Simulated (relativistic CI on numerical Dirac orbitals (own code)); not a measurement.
**Co⁹⁺: q coefficients and field-shift factors**

Computed by Dirac-Coulomb-Breit CI, KLI orbitals optimised for each configuration, derivatives by finite differences, unscaled Slater integrals, QED left out (own radial code, finite nucleus).

Configurations in the expansion (outside the closed core [Ne]): 3s2.3p6, 3s2.3p5.3d, 3s.3p6.3d, 3s2.3p5.4s, 3p6.3d2, 3p5.3d3, 3p5.3d2.4s. Double excitations out of closed p, d and f shells are left out; levels of such configurations are missing from the list, as are those of other unlisted configurations, and high levels can miss mixing partners.

With x = (α/α₀)² − 1 an excitation energy changes as ω = ω₀ + qx; K = 2q/ω₀ is the relative enhancement. Terms are leading LS components, so labels can repeat. The field-shift factor is F = δν/δ⟨r²⟩ for the transition from the lowest level.

Lowest level 3s2.3p6 1S_0.

```
           Level  ω₀ (cm⁻¹)  q (cm⁻¹)  F (GHz/fm²)
3s2.3p5.3d 3P°_0     432022      1345        0.477
3s2.3p5.3d 3P°_1     435205      4060        0.474
3s2.3p5.3d 3P°_2     441873      9802        0.471
3s2.3p5.3d 3F°_4     454006      3732        0.506
3s2.3p5.3d 3F°_3     458221      5879        0.489
3s2.3p5.3d 3F°_2     463911     11350        0.473
3s2.3p5.3d 3D°_3     490094      3810        0.536
3s2.3p5.3d 1D°_2     493256     10530        0.501
3s2.3p5.3d 3D°_1     496486     11330        0.502
3s2.3p5.3d 3D°_2     499941     16220        0.502
3s2.3p5.3d 1F°_3     502729     18040        0.494
3s2.3p5.3d 1P°_1     654924     10700        0.592
  3s.3p6.3d 3D_1     848605     27410        -16.7
  3s.3p6.3d 3D_2     849573     28340        -16.7
  3s.3p6.3d 3D_3     851147     29930        -16.7
  3s.3p6.3d 1D_2     897873     29530          -17
3s2.3p5.4s 3P°_2    1099174     -9366          6.7
3s2.3p5.4s 3P°_1    1104811     -7805         6.69
3s2.3p5.4s 3P°_0    1118537     10400         6.65
3s2.3p5.4s 1P°_1    1123541      8886         6.65
    3p6.3d2 3F_2    1724350     55980        -33.5
    3p6.3d2 3F_3    1725986     57690        -33.5
    3p6.3d2 3F_4    1727981     59640        -33.5
```

At this charge energies of transitions that change n are usually good to better than 1 %, and those within a shell (Δn = 0) to a few per cent.

Task: Which transition from the lowest level has the largest |K|?

Result: 3s2.3p5.3d 1F°_3 at 502729 cm⁻¹, K = 0.0718.
